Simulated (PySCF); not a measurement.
# Nuclear quadrupole coupling in `C#C/C=C(\Cl)[SiH2]SC`

Species: C5H7ClSSi.
Structure used (GFN2-xTB), in Å, numbered top down from 1:
```
atom  x, y, z in Å
C1    -4.418   -0.163    0.171
C2    -3.223   -0.183    0.041
C3    -1.826   -0.216   -0.093
C4    -0.956   -0.113    0.917
Cl5   -1.528    0.084    2.543
Si6    0.915   -0.172    0.783
S7     1.327   -0.418   -1.305
C8     3.145   -0.401   -1.251
H9    -5.462   -0.145    0.274
H10   -1.437   -0.337   -1.096
H11    1.459   -1.314    1.516
H12    1.519    1.078    1.239
H13    3.488    0.554   -0.866
H14    3.493   -0.539   -2.269
H15    3.499   -1.212   -0.624
```

Field gradients from the PBE0/pcSseg-1 density (PySCF, non-relativistic), principal values in atomic units, ordered |Vxx| ≤ |Vyy| ≤ |Vzz|:

```csv
atom,Vxx,Vyy,Vzz
Cl5,-1.6572,-2.1406,3.7978
S7,0.2309,2.1501,-2.3810
```

Question: Find the asymmetry η = (Vxx − Vyy)/Vzz and the couplings χ = eQV/h (234.96 MHz × Q in barn × V in au), with Q(35Cl) = −0.0817 b, Q(33S) = −0.0678 b.

Answer: 
| atom | environment | nucleus | η | χzz (MHz) | χxx (MHz) | χyy (MHz) |
| --- | --- | --- | --- | --- | --- | --- |
| Cl5 | vinyl chlorine | 35Cl | 0.13 | -72.90 | 31.81 | 41.09 |
| S7 | sulfur bonded to C and Si | 33S | 0.81 | 37.93 | -3.68 | -34.25 |

The tensor is traceless: Vxx + Vyy + Vzz = 0.

Question: What is Vzz at S7 in SI units (1 au = 9.71736 × 10²¹ V/m²)?

Answer: -2.3810 au = -23.137 × 10²¹ V/m².

Question: And the gradient at the other heavy atoms, for which no coupling is worked out here?

Answer: 
```
atom             environment  Vzz (au)     η
  C1  terminal alkyne carbon    -0.303  0.26
  C2           alkyne carbon    -0.278  0.02
  C3        alkene CH carbon     0.235  0.75
  C4     vinylic C–Cl carbon    -0.415  0.58
 Si6            SiH2 silicon     0.478  0.59
  C8         S-methyl carbon     0.309  0.02
```

Question: What couplings would deuterons (Q(2H) = 0.00286 b) have in place of the hydrogens, at this geometry?

Answer: 
| atom | bonded to | bond length (Å) | Vzz (au) | η | χzz (kHz) |
| --- | --- | --- | --- | --- | --- |
| H9 | C1 | 1.049 | 0.3954 | 0.00 | 266 |
| H10 | C3 | 1.083 | 0.3161 | 0.09 | 212 |
| H11 | Si6 | 1.462 | 0.1614 | 0.03 | 108 |
| H12 | Si6 | 1.461 | 0.1618 | 0.03 | 109 |
| H13 | C8 | 1.085 | 0.3146 | 0.03 | 211 |
| H14 | C8 | 1.085 | 0.3174 | 0.04 | 213 |
| H15 | C8 | 1.085 | 0.3148 | 0.04 | 212 |

The structure is a single GFN2-xTB conformer in the gas phase; no vibrational or solvent corrections. GFN2-xTB bond lengths can be off by several hundredths of an ångström, more for odd bonds, and the gradients follow them. With a basis this small, the couplings can be 20 % off.
